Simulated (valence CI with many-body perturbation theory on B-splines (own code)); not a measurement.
**E1 line list for Mo XXXVI**

Level of theory: valence CI with perturbative core correlation (CI+MBPT): five valence electrons over a frozen Dirac-Fock core [He], radial functions for each j: 9 s, 9 p, 8 d, 6 f, 3 g, 1 h, with the one-electron correlation potential Σ1 (screened to all orders), the two-electron term Σ2, the three-electron term Σ3, Breit, model QED; selected single and double excitations, second order for the rest (own B-spline code, finite nucleus).

The last digits are not significant, and no measured levels were compared; by estimate large intervals hold to a few tenths of a per cent, small ones and those within an open d or f shell to about a per cent. Among the levels kept, up to 2000 cm⁻¹ of a level comes from second order outside the variational space, and about a tenth of that is noise between levels of different J, which matters for small intervals.

Lines 1 to 50 of 254 in falling wavelength, among levels below 222.07 Ry, chosen from the strongest by gf and those to the six lowest levels. Wavelengths and rates use the calculated energies. Electric multipoles are in the length gauge, E1 and E2 with the static RPA response of the core. Weak lines are less certain than strong ones. Lines between different terms over intervals too small for the method are left out, as are lines whose strength nearly cancels. The highest levels of a list are the least certain.

Levels are named by their leading jj configuration (3d3/2^4 stands for four electrons in 3d with j = 3/2), which in mixed levels can hold well under half, so a name can repeat and another be missing. Letters in brackets count levels of one name in rising energy.

```
λ vac (Å)                               Upper                               Lower   A (s⁻¹)  log gf  Branch %
    353.2      (2s 2p1/2^2 2p3/2 3p1/2) J=5/2     (2s 2p1/2^2 2p3/2 3s) J=3/2 [a]  4.93e+08   -1.26       0.0
    282.8      (2s^2 2p1/2 2p3/2 3p1/2) J=5/2     (2s^2 2p1/2 2p3/2 3s) J=3/2 [b]  1.24e+09   -1.05       0.8
    276.4  (2s 2p1/2^2 2p3/2 3p1/2) J=3/2 [b]     (2s 2p1/2^2 2p3/2 3s) J=3/2 [b]  1.75e+09   -1.10       0.0
    265.7      (2s^2 2p1/2 2p3/2 3p1/2) J=1/2     (2s^2 2p1/2 2p3/2 3s) J=3/2 [a]  2.75e+09   -1.23       1.9
    264.1          (2s^2 2p1/2^2 3p1/2) J=1/2             (2s^2 2p1/2^2 3s) J=1/2  3.60e+09   -1.12       2.2
    258.8  (2s 2p1/2^2 2p3/2 3p1/2) J=3/2 [b]         (2s 2p1/2^2 2p3/2 3s) J=1/2  1.84e+09   -1.13       0.0
    258.5      (2s^2 2p1/2 2p3/2 3p1/2) J=5/2         (2s^2 2p1/2 2p3/2 3s) J=5/2  2.04e+09   -0.91       1.3
    247.5  (2s 2p1/2^2 2p3/2 3p1/2) J=3/2 [a]         (2s 2p1/2^2 2p3/2 3s) J=5/2  3.82e+09   -0.85       0.1
    241.5  (2s^2 2p1/2 2p3/2 3p1/2) J=3/2 [a]     (2s^2 2p1/2 2p3/2 3s) J=3/2 [a]  2.35e+09   -1.09       2.0
    237.6      (2s 2p1/2^2 2p3/2 3p1/2) J=5/2         (2s 2p1/2^2 2p3/2 3s) J=5/2  3.36e+09   -0.77       0.0
    232.1      (2s 2p1/2^2 2p3/2 3d3/2) J=7/2      (2s 2p1/2^2 2p3/2 3p3/2) J=7/2  1.42e+09   -1.04       0.1
    231.7      (2s^2 2p1/2 2p3/2 3d3/2) J=7/2      (2s^2 2p1/2 2p3/2 3p3/2) J=7/2  1.09e+09   -1.15       3.7
    226.4          (2s^2 2p3/2^2 3p1/2) J=5/2             (2s^2 2p3/2^2 3s) J=3/2  2.70e+09   -0.91       1.0
    222.2  (2s^2 2p1/2 2p3/2 3d5/2) J=3/2 [b]  (2s^2 2p1/2 2p3/2 3p3/2) J=1/2 [b]  2.38e+09   -1.15       0.0
    220.1          (2s^2 2p3/2^2 3p1/2) J=3/2             (2s^2 2p3/2^2 3s) J=5/2  4.89e+09   -0.85       0.7
    208.5          (2s^2 2p3/2^2 3p1/2) J=1/2             (2s^2 2p3/2^2 3s) J=1/2  5.60e+09   -1.14       1.9
    207.0          (2s^2 2p3/2^2 3p1/2) J=5/2             (2s^2 2p3/2^2 3s) J=5/2  4.03e+09   -0.81       1.5
    204.0          (2s^2 2p3/2^2 3d5/2) J=7/2          (2s^2 2p3/2^2 3p3/2) J=7/2  1.74e+09   -1.06       0.0
    201.6  (2s^2 2p1/2 2p3/2 3d5/2) J=5/2 [a]  (2s^2 2p1/2 2p3/2 3p3/2) J=3/2 [a]  2.55e+09   -1.03       0.0
    201.5          (2s^2 2p3/2^2 3d5/2) J=7/2          (2s^2 2p3/2^2 3p3/2) J=5/2  4.65e+09   -0.65       0.1
    199.3      (2s^2 2p1/2 2p3/2 3d5/2) J=9/2      (2s^2 2p1/2 2p3/2 3p3/2) J=7/2  7.17e+09   -0.37      88.0
    198.7  (2s^2 2p1/2 2p3/2 3d5/2) J=7/2 [a]  (2s^2 2p1/2 2p3/2 3p3/2) J=5/2 [a]  6.38e+09   -0.52       0.1
    197.5          (2s^2 2p3/2^2 3d5/2) J=9/2          (2s^2 2p3/2^2 3p3/2) J=7/2  7.14e+09   -0.38      86.8
    192.9          (2s^2 2p1/2^2 3d5/2) J=5/2          (2s^2 2p1/2^2 3p3/2) J=3/2  7.90e+09   -0.58       0.0
    192.3  (2s^2 2p1/2 2p3/2 3p1/2) J=3/2 [b]         (2s^2 2p1/2 2p3/2 3s) J=5/2  5.77e+09   -0.89       0.6
    192.0  (2s^2 2p1/2 2p3/2 3d5/2) J=7/2 [b]  (2s^2 2p1/2 2p3/2 3p3/2) J=5/2 [b]  6.77e+09   -0.52       0.0
    188.9          (2s 2p1/2^2 2p3/2^2) J=3/2                (2s^2 2p3/2^3) J=3/2  1.20e+08   -2.59       0.0
    183.3  (2s^2 2p1/2 2p3/2 3d5/2) J=3/2 [a]  (2s^2 2p1/2 2p3/2 3p3/2) J=1/2 [a]  5.44e+09   -0.96       0.0
    179.1  (2s^2 2p1/2 2p3/2 3d5/2) J=5/2 [b]  (2s^2 2p1/2 2p3/2 3p3/2) J=3/2 [b]  6.66e+09   -0.72       0.0
    177.9  (2s^2 2p1/2 2p3/2 3d5/2) J=5/2 [a]  (2s^2 2p1/2 2p3/2 3p3/2) J=5/2 [a]  1.88e+09   -1.27       0.0
    177.0      (2s 2p1/2^2 2p3/2 3p3/2) J=3/2     (2s 2p1/2^2 2p3/2 3s) J=3/2 [a]  9.88e+09   -0.73       0.0
    176.5  (2s^2 2p1/2 2p3/2 3d3/2) J=5/2 [b]  (2s^2 2p1/2 2p3/2 3p3/2) J=3/2 [a]  3.69e+09   -0.99       0.0
    170.9  (2s^2 2p1/2 2p3/2 3d5/2) J=5/2 [a]  (2s^2 2p1/2 2p3/2 3p1/2) J=3/2 [b]  2.93e+09   -1.11       0.0
    168.9          (2s^2 2p3/2^2 3p3/2) J=1/2             (2s^2 2p3/2^2 3s) J=3/2  9.56e+09   -1.09       2.2
    167.0          (2s^2 2p3/2^2 3p3/2) J=5/2             (2s^2 2p3/2^2 3s) J=3/2  7.23e+09   -0.74       2.8
    161.8      (2s 2p1/2^2 2p3/2 3p3/2) J=1/2     (2s 2p1/2^2 2p3/2 3s) J=3/2 [a]  1.07e+10   -1.08       0.1
    159.8  (2s 2p1/2^2 2p3/2 3p3/2) J=5/2 [a]     (2s 2p1/2^2 2p3/2 3s) J=3/2 [a]  1.13e+10   -0.59       0.0
    159.0  (2s^2 2p1/2 2p3/2 3p3/2) J=1/2 [a]         (2s^2 2p1/2 2p3/2 3s) J=1/2  1.01e+10   -1.12       5.1
    158.8  (2s 2p1/2^2 2p3/2 3p3/2) J=5/2 [b]     (2s 2p1/2^2 2p3/2 3s) J=3/2 [b]  1.70e+10   -0.42       0.1
    156.2          (2s^2 2p3/2^2 3p3/2) J=5/2             (2s^2 2p3/2^2 3s) J=5/2  7.32e+09   -0.79       2.8
    154.9  (2s^2 2p1/2 2p3/2 3p3/2) J=5/2 [a]     (2s^2 2p1/2 2p3/2 3s) J=3/2 [a]  1.63e+10   -0.45       6.2
    154.8          (2s^2 2p3/2^2 3p3/2) J=7/2             (2s^2 2p3/2^2 3s) J=5/2  1.68e+10   -0.32       8.5
    153.9      (2s 2p1/2^2 2p3/2 3p3/2) J=7/2         (2s 2p1/2^2 2p3/2 3s) J=5/2  2.10e+10   -0.22       3.7
    153.9      (2s 2p1/2^2 2p3/2 3d3/2) J=5/2      (2s 2p1/2^2 2p3/2 3p1/2) J=5/2  7.61e+09   -0.79       0.1
    153.5      (2s^2 2p1/2 2p3/2 3p3/2) J=7/2         (2s^2 2p1/2 2p3/2 3s) J=5/2  1.87e+10   -0.28      14.9
    151.9  (2s^2 2p1/2 2p3/2 3p3/2) J=3/2 [b]     (2s^2 2p1/2 2p3/2 3s) J=3/2 [b]  9.43e+09   -0.88       0.7
    151.5      (2s 2p1/2^2 2p3/2 3d3/2) J=7/2      (2s 2p1/2^2 2p3/2 3p1/2) J=5/2  1.16e+10   -0.50       0.9
    151.0          (2s^2 2p3/2^2 3d3/2) J=5/2          (2s^2 2p3/2^2 3p1/2) J=5/2  6.25e+09   -0.89       0.0
    150.4  (2s^2 2p1/2 2p3/2 3d3/2) J=3/2 [b]  (2s^2 2p1/2 2p3/2 3p1/2) J=3/2 [b]  6.94e+09   -1.03       0.0
    150.0      (2s 2p1/2^2 2p3/2 3d3/2) J=5/2  (2s 2p1/2^2 2p3/2 3p1/2) J=3/2 [a]  6.85e+09   -0.86       0.1
```

(1) How does gf follow from A for the line at 247.5 Å?

Results:

(1) gf = 1.4992 × (2J+1)_upper × A / σ², with σ = 404005 cm⁻¹ and 2J+1 = 4: gf = 0.140.
